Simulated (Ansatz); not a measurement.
Ligand-field states of [CoI(H2O)5]2+ (CoIO₅H₁₀²⁺) at its r2SCAN-D4/def2-SVP geometry (relaxed as a singlet).

Cartesian coordinates in Å:
```
Co 0.118 -0.044 -0.197
I 1.390 -0.527 -2.313
O -0.918 0.318 1.513
H -1.774 0.774 1.584
H -0.591 0.166 2.417
O -1.373 0.714 -1.150
H -2.070 0.058 -1.351
H -1.176 1.148 -2.004
O 1.512 -0.759 0.921
H 2.175 -0.091 1.189
H 2.033 -1.504 0.559
O 0.971 1.671 -0.029
H 0.452 2.420 0.321
H 1.520 2.002 -0.768
O -0.778 -1.741 -0.295
H -0.483 -2.417 -0.937
H -1.009 -2.189 0.541
```

CASSCF(6,5) on the Co 3d shell in def2-SVP, averaged with equal weights over 5 quintets and 12 triplets and 6 singlets, then SC-NEVPT2; Ansatz, no spin–orbit coupling. The space holds no ligand orbitals and no second d shell, so covalent complexes are described poorly. NEVPT2 shifts the excited states by 0.1 to 1.7 eV; shifts past about 1.5 eV mark a space that is too small, and such energies aren't to be trusted.

Question: Estimate the states' energies above the lowest.

Answer: 
| state | CASSCF (eV) | NEVPT2 (eV) |
| --- | --- | --- |
| quintet 1 | 0.00 | 1.04 |
| quintet 2 | 0.14 | 1.20 |
| quintet 3 | 0.20 | 1.26 |
| quintet 4 | 1.67 | 3.09 |
| quintet 5 | 2.13 | 3.83 |
| triplet 1 | 1.16 | 0.62 |
| triplet 2 | 1.32 | 1.18 |
| triplet 3 | 1.33 | 1.24 |
| triplet 4 | 1.86 | 2.02 |
| triplet 5 | 1.93 | 2.14 |
| triplet 6 | 2.22 | 2.79 |
| triplet 7 | 2.65 | 2.99 |
| triplet 8 | 2.66 | 2.99 |
| triplet 9 | 2.83 | 3.42 |
| triplet 10 | 3.13 | 4.01 |
| triplet 11 | 3.23 | 4.00 |
| triplet 12 | 3.28 | 4.05 |
| singlet 1 | 1.12 | 0.00 |
| singlet 2 | 2.46 | 1.95 |
| singlet 3 | 2.52 | 2.64 |
| singlet 4 | 2.53 | 2.61 |
| singlet 5 | 3.64 | 3.75 |
| singlet 6 | 3.69 | 3.86 |
The lowest NEVPT2 state is a singlet. Hardware: 2 threads of AMD EPYC 7R13 on a shared host. Wall time 2.6 min, peak host memory 1.5 GiB.
